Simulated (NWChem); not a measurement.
System: CrS2ClF; SMILES [Cl][Cr](=[S])([F])=[S]

NWChem input:

```
start job
memory heap 200 mb stack 900 mb global 1100 mb
geometry units angstroms
  Cr    -0.148177    -0.178151    -0.066592
  S      1.216104     0.232902    -1.555787
  S      0.954751    -0.724323     1.586642
  F     -1.075195    -1.532859    -0.556332
  Cl    -1.169911     1.527161     0.367884
end
basis spherical
  * library 6-31g*
end
dft
  xc b3lyp
  iterations 150
end
driver
  maxiter 120
end
task dft optimize
task dft freq
```

NWChem printed, in part:

```
             Northwest Computational Chemistry Package (NWChem) 7.3.0
             --------------------------------------------------------

 CS  symmetry detected

                             Geometry "geometry" -> ""
                             -------------------------

 Output coordinates in angstroms (scale by  1.889725989 to convert to a.u.)

  No.       Tag          Charge          X              Y              Z
 ---- ---------------- ---------- -------------- -------------- --------------
    1 Cr                  24.0000    -0.25423020     0.00797176     0.00000000
    2 S                   16.0000     0.56392557     0.93732243    -1.64768361
    3 S                   16.0000     0.56392557     0.93732243     1.64768361
    4 F                    9.0000    -1.93929756     0.31617530     0.00000000
    5 Cl                  17.0000     0.32409322    -1.94301281     0.00000000

 Effective nuclear repulsion energy (a.u.)     572.7612803521

      Symmetry information
      --------------------

 Group name             Cs
 Group number              2
 Group order               2
 No. of unique centers     4

                                Z-matrix (autoz)
                                --------

 Units are Angstrom for bonds and degrees for angles

      Type          Name      I     J     K     L     M      Value
      ----------- --------  ----- ----- ----- ----- ----- ----------
    1 Stretch                  1     2                       2.06105
    2 Stretch                  1     3                       2.06105
    3 Stretch                  1     4                       1.71302
    4 Stretch                  1     5                       2.03490
    5 Bend                     2     1     3               106.15301
    6 Bend                     2     1     4               108.02040
    7 Bend                     2     1     5               108.63268
    8 Bend                     3     1     4               108.02040
    9 Bend                     3     1     5               108.63268
   10 Bend                     4     1     5               116.87621

                           NWChem Geometry Optimization
                           ----------------------------

 maximum gradient threshold         (gmax) =   0.000450
 rms gradient threshold             (grms) =   0.000300
 maximum cartesian step threshold   (xmax) =   0.001800
 rms cartesian step threshold       (xrms) =   0.001200
 fixed trust radius                (trust) =   0.300000
 source of zmatrix                         =   autoz

          -------------------
          Energy Minimization
          -------------------

 Using diagonal initial Hessian
 Scaling for Hessian diagonals: bonds = 1.00  angles = 0.25  torsions = 0.10

          --------
          Step   0

                                 NWChem DFT Module
                                 -----------------

 Summary of "ao basis" -> "ao basis" (spherical)
 ------------------------------------------------------------------------------
       Tag                 Description            Shells   Functions and Types
 ---------------- ------------------------------  ------  ---------------------
 Cr                          6-31g*                 12       34   5s4p2d1f
 S                           6-31g*                  8       18   4s3p1d
 F                           6-31g*                  6       14   3s2p1d
 Cl                          6-31g*                  8       18   4s3p1d

      Symmetry analysis of basis
      --------------------------

        a'         64
        a"         38

            General Information
            -------------------
          SCF calculation type: DFT
          Wavefunction type:  closed shell.
          No. of atoms     :     5
          No. of electrons :    82
           Alpha electrons :    41
            Beta electrons :    41
          Charge           :     0
          Spin multiplicity:     1
          Use of symmetry is: on ; symmetry adaption is: on
          Maximum number of iterations: 150
          AO basis - number of functions:   102
                     number of shells:    42
          Convergence on energy requested:  1.00D-06
          Convergence on density requested:  1.00D-05
          Convergence on gradient requested:  5.00D-04

              XC Information
              --------------
                         B3LYP Method XC Potential
                     Hartree-Fock (Exact) Exchange  0.200
                        Slater Exchange Functional  0.800 local
                    Becke 1988 Exchange Functional  0.720 non-local
              Lee-Yang-Parr Correlation Functional  0.810
                  VWN I RPA Correlation Functional  0.190 local

             Grid Information
             ----------------
          Grid used for XC integration:  medium
          Radial quadrature: Mura-Knowles
          Angular quadrature: Lebedev.
          Tag              B.-S. Rad. Rad. Pts. Rad. Cut. Ang. Pts.
          ---              ---------- --------- --------- ---------
          Cr                  1.40      112           8.0       590
          S                   1.00       88          10.0       590
          F                   0.50       49           9.0       434
          Cl                  1.00       88          10.0       590
          Grid pruning is: on
          Number of quadrature shells:   337
          Spatial weights used:  Erf1

      Superposition of Atomic Density Guess
      -------------------------------------

 Sum of atomic energies:       -2396.80633492

      Non-variational initial energy
      ------------------------------

 Total energy =   -2396.808487
 1-e energy   =   -4450.302281
 2-e energy   =    1480.732514
 HOMO         =      -0.302926
 LUMO         =      -0.065273

      Symmetry analysis of molecular orbitals - initial
      -------------------------------------------------

  Numbering of irreducible representations:

     1 a'          2 a"

  Orbital symmetries:

     1 a'          2 a'          3 a'          4 a"          5 a'
     6 a'          7 a"          8 a'          9 a'         10 a'
    11 a'         12 a"         13 a'         14 a"         15 a'
    16 a'         17 a"         18 a'         19 a'         20 a"
    21 a"         22 a'         23 a'         24 a'         25 a"
    26 a'         27 a'         28 a'         29 a"         30 a'
    31 a"         32 a'         33 a'         34 a"         35 a'
    36 a'         37 a'         38 a"         39 a'         40 a"
    41 a"         42 a'         43 a"         44 a'         45 a"
    46 a'         47 a'         48 a"         49 a'         50 a'
    51 a'

[...]

      ----------------------
      Optimization converged
      ----------------------

  Step       Energy      Delta E   Gmax     Grms     Xrms     Xmax
  ---- ---------------- -------- -------- -------- -------- --------
@    6   -2400.89249343 -5.6D-09  0.00000  0.00000  0.00002  0.00005
                                     ok       ok       ok       ok

                                Z-matrix (autoz)
                                --------

 Units are Angstrom for bonds and degrees for angles

      Type          Name      I     J     K     L     M      Value     Gradient
      ----------- --------  ----- ----- ----- ----- ----- ---------- ----------
    1 Stretch                  1     2                       1.97522    0.00000
    2 Stretch                  1     3                       1.97522    0.00000
    3 Stretch                  1     4                       1.69837   -0.00000
    4 Stretch                  1     5                       2.13431    0.00000
    5 Bend                     2     1     3               109.34004   -0.00000
    6 Bend                     2     1     4               109.83365   -0.00000
    7 Bend                     2     1     5               108.66031    0.00000
    8 Bend                     3     1     4               109.83365   -0.00000
    9 Bend                     3     1     5               108.66031    0.00000
   10 Bend                     4     1     5               110.48275   -0.00000

                         Geometry "geometry" -> "geometry"
                         ---------------------------------

 Output coordinates in angstroms (scale by  1.889725989 to convert to a.u.)

  No.       Tag          Charge          X              Y              Z
 ---- ---------------- ---------- -------------- -------------- --------------
    1 Cr                  24.0000    -0.22224141     0.08956838     0.00000000
    2 S                   16.0000     0.54737747     0.93360212    -1.61145125
    3 S                   16.0000     0.54737747     0.93360212     1.61145125
    4 F                    9.0000    -1.90991267     0.27991864     0.00000000
    5 Cl                  17.0000     0.29581574    -1.98091215     0.00000000

 Effective nuclear repulsion energy (a.u.)     578.6998794022

      Symmetry information
      --------------------

 Group name             Cs
 Group number              2
 Group order               2
 No. of unique centers     4

                Final and change from initial internal coordinates
                --------------------------------------------------

                                Z-matrix (autoz)
                                --------

 Units are Angstrom for bonds and degrees for angles

      Type          Name      I     J     K     L     M      Value       Change
      ----------- --------  ----- ----- ----- ----- ----- ---------- ----------
    1 Stretch                  1     2                       1.97522   -0.08583
    2 Stretch                  1     3                       1.97522   -0.08583
    3 Stretch                  1     4                       1.69837   -0.01465
    4 Stretch                  1     5                       2.13431    0.09941
    5 Bend                     2     1     3               109.34004    3.18703
    6 Bend                     2     1     4               109.83365    1.81325
    7 Bend                     2     1     5               108.66031    0.02763
    8 Bend                     3     1     4               109.83365    1.81325
    9 Bend                     3     1     5               108.66031    0.02763
   10 Bend                     4     1     5               110.48275   -6.39346

 ==============================================================================
                                internuclear distances
 ------------------------------------------------------------------------------
       center one      |      center two      | atomic units |  angstroms
 ------------------------------------------------------------------------------
    2 S                |   1 Cr               |     3.73262  |     1.97522
    3 S                |   1 Cr               |     3.73262  |     1.97522
    4 F                |   1 Cr               |     3.20946  |     1.69837
    5 Cl               |   1 Cr               |     4.03326  |     2.13431
 ------------------------------------------------------------------------------
                         number of included internuclear distances:          4
 ==============================================================================

[second-derivative integrals and response iterations left out]

  Vibrational analysis via the FX method

  See chapter 2 in "Molecular Vibrations" by Wilson, Decius and Cross

  Vib: Default input used

[...]

 Rotational Constants
 --------------------
 A=   0.064815 cm-1  (  0.093253 K)
 B=   0.058350 cm-1  (  0.083951 K)
 C=   0.046708 cm-1  (  0.067201 K)

 Temperature                      =   298.15K
 frequency scaling parameter      =   1.0000

 Zero-Point correction to Energy  =    5.001 kcal/mol  (  0.007970 au)
 Thermal correction to Energy     =    8.911 kcal/mol  (  0.014201 au)
 Thermal correction to Enthalpy   =    9.503 kcal/mol  (  0.015145 au)

 Total Entropy                    =   82.133 cal/mol-K
   - Translational                =   41.279 cal/mol-K (mol. weight = 169.8519)
   - Rotational                   =   28.591 cal/mol-K (symmetry #  =        1)
   - Vibrational                  =   12.264 cal/mol-K

 Cv (constant volume heat capacity) =   19.140 cal/mol-K
   - Translational                  =    2.979 cal/mol-K
   - Rotational                     =    2.979 cal/mol-K
   - Vibrational                    =   13.181 cal/mol-K

[normal modes left out]

 ----------------------------------------------------------------------------
 Normal Eigenvalue ||           Projected Infra Red Intensities
  Mode   [cm**-1]  || [atomic units] [(debye/angs)**2] [(KM/mol)] [arbitrary]
 ------ ---------- || -------------- ----------------- ---------- -----------
    1       -0.000 ||    0.000017           0.000         0.016       0.007
    2       -0.000 ||    0.000036           0.001         0.035       0.016
    3       -0.000 ||    0.000042           0.001         0.041       0.019
    4        0.000 ||    0.000021           0.000         0.021       0.009
    5        0.000 ||    0.000110           0.003         0.107       0.048
    6        0.000 ||    0.000048           0.001         0.047       0.021
    7      172.851 ||    0.000493           0.011         0.480       0.218
    8      175.473 ||    0.000135           0.003         0.131       0.060
    9      218.631 ||    0.000104           0.002         0.101       0.046
   10      233.514 ||    0.001107           0.026         1.080       0.490
   11      246.411 ||    0.000311           0.007         0.304       0.138
   12      437.991 ||    0.049142           1.134        47.906      21.744
   13      587.150 ||    0.052409           1.209        51.091      23.190
   14      636.621 ||    0.108954           2.514       106.213      48.210
   15      791.246 ||    0.126071           2.909       122.901      55.784
 ----------------------------------------------------------------------------
```

Level: B3LYP/6-31G* (spherical d).
